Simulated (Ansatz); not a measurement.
Caution, from a PySCF single point (B3LYP-D3(BJ)/def2-TZVPD) at this geometry: the highest occupied level lies above zero, so the state may not be bound. This singlet lies 0.36 eV below the relaxed triplet at the level frozen-core CCSD(T)/aug-cc-pVDZ // B3LYP-D3(BJ)/def2-TZVPD (Ansatz, a first-principles code); other levels give the other order.

A geometry relaxed with B3LYP-D3(BJ)/def2-TZVPD run with Ansatz, charge -1, multiplicity 1:

```xyz
6

Si    -0.5005     0.1102     0.0019
F      2.5064     0.1955    -0.0383
B      1.5166    -0.7293     0.0087
H     -1.1598     1.5042    -0.0422
H     -1.1962    -0.5845    -1.1409
H     -1.1665    -0.4962     1.2108
```

Write the SMILES of this molecule.

`F[B-][SiH3]`
